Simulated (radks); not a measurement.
Results of a calculation; reference values are marked as such.
All-electron atom: Xe+ in [Kr] 4d10 5s1.5 5p5 4f0.5 (fractional occupations, a model configuration). Level of theory: Dirac Kohn-Sham, BLYP, spin-unpolarised, spherical densities, finite nucleus; open shells fill j = l - 1/2 first; Fermi nuclear charge, rms radius 4.7859 fm (a radial shooting solver on a logarithmic mesh with Libxc functionals).

Normalised radial functions P(r) = r R(r) (large component), r in bohr:

r           4d5/2
0.005781   0.0004
0.009493   0.0017
0.01559    0.0065
0.0256     0.0240
0.04204    0.0796
0.06903    0.2231
0.1134     0.4783
0.1861     0.6440
0.3057     0.2195
0.502     -0.7706
0.8243    -1.1540
1.354     -0.5897
2.223     -0.1097
3.65      -0.0051
5.994     0.0000
9.843     0.0000
16.16     0.0000
26.54      0.0000

4d5/2: eigenvalue -72.577 eV, 1 radial node at r = 0.345 bohr, <r> = 0.880 bohr, 90 % of the charge inside 1.34 bohr.
